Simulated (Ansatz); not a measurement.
```yaml
atoms:
  - { symbol: Be, position_ang: [0.7400, 0.7400, 0.7400] }
  - { symbol: Be, position_ang: [0.7400, -0.7400, -0.7400] }
  - { symbol: Be, position_ang: [-0.7400, 0.7400, -0.7400] }
  - { symbol: Be, position_ang: [-0.7400, -0.7400, 0.7400] }
```

Basis set: 6-31G (spherical functions). All electrons are correlated. Charge 0, multiplicity 1.

Computed with Ansatz (development build ahead of 0.2.0); each method stands on the lowest determinant of its kind that the runs found. Restricted open shells among the atoms or ions are ROHF, correlated in semicanonical orbitals with singles.

The atomization energy at this shape (free ground-state atoms in the same class of orbitals less the molecule, no zero-point energy) of singlet Be₄:

```json
{"method": "RHF", "atomization energy": "1.73 eV"}
```

Q: What does RHF-MP2 give?

A: 3.20 eV.

This basis has no polarisation functions and is too small for such energies, which can lie far from measured ones in either direction.
